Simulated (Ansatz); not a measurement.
Gas-phase reaction R1 → P1 + P2, each structure at its B3LYP-D3(BJ)/def2-TZVP stationary point, reached from a drawn start (curvature not checked).
R1, H5W (SMILES [WH5]) (charge 0, multiplicity 2):
```json
[
 {"atom": "W", "x (Å)": "-0.2455", "y (Å)": "-0.0017", "z (Å)": "0.0019"},
 {"atom": "H", "x (Å)": "0.5647", "y (Å)": "0.0093", "z (Å)": "1.4891"},
 {"atom": "H", "x (Å)": "0.5452", "y (Å)": "-0.0020", "z (Å)": "-1.4956"},
 {"atom": "H", "x (Å)": "1.4331", "y (Å)": "0.0124", "z (Å)": "-0.0099"},
 {"atom": "H", "x (Å)": "-1.1607", "y (Å)": "1.4554", "z (Å)": "0.0012"},
 {"atom": "H", "x (Å)": "-1.1369", "y (Å)": "-1.4734", "z (Å)": "0.0133"}
]
```
P1, H4W (SMILES [WH4]) (charge 0, multiplicity 3):
```xyz
5

W      0.0000     0.0000     0.0000
H      0.9941     0.9744     0.9940
H      0.9810    -0.9932    -0.9886
H     -0.9755     1.0006    -0.9866
H     -0.9995    -0.9819     0.9813
```
P2: H atom, charge 0, multiplicity 2.

P less R. No zero-point or thermal terms; open shells are unrestricted; no spin–orbit coupling. The spin states of the d-block species are the ones drawn and need not be the lowest.

Correlated levels freeze the cores. CBS(a, b) extrapolates the correlation energy as X⁻³ and adds the Hartree–Fock energy of set b.

Run with Ansatz (Gaussian orbitals). No computed number here is a measurement. Elements past Kr take the def2 small-core potentials, without spin–orbit coupling.

Task: Predict the reaction energy from HF/def2-QZVPP.

Result: 94 kJ/mol

Task: What reaction energy does revPBE/def2-TZVPP give?

Result: 239 kJ/mol

Task: What reaction energy does CCSD(T)/CBS(def2-TZVPP, def2-QZVPP) give?

Result: 243 kJ/mol

Ansatz is a first-principles code.
